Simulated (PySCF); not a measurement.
Stepwise substitution at one centre (Sn NH2-OCH3). All species are isolated molecules in the gas phase. One relaxed conformer stands for each flexible species; it need not be the lowest. Strings in code marks are SMILES.

The S1 excitation (TDA) from two functionals at the same geometries (PBE0-D4/def2-SVP), both in PySCF: PBE-D3(BJ)/def2-TZVP and B3LYP-D3(BJ)/def2-TZVP. B3LYP has the VWN-RPA correlation part, as in Gaussian. Excitations are Tamm–Dancoff values on a coarser integration grid. The basis has no diffuse functions, so Rydberg states are missing or too high.

| species | PBE-D3(BJ)/def2-TZVP (eV) |
|---|---|
| 0 of 4 NH2 replaced by OCH3 | 4.67 |
| 3 of 4 NH2 replaced by OCH3 (`[NH2][Sn]([O]C)([O]C)[O]C`) | 4.00 |
| 4 of 4 NH2 replaced by OCH3 | 3.80 |

Q: What does B3LYP-D3(BJ)/def2-TZVP give for each?

A: 
- 0 of 4 NH2 replaced by OCH3: 5.29
- 3 of 4 NH2 replaced by OCH3 (`[NH2][Sn]([O]C)([O]C)[O]C`): 4.78
- 4 of 4 NH2 replaced by OCH3: 4.57
Over these rows, drawn at random from the members with no instability flagged (it was tested for open shells, ions and some series alone), PBE minus B3LYP-D3(BJ): mean -0.72 eV, from -0.78 eV to -0.61 eV.
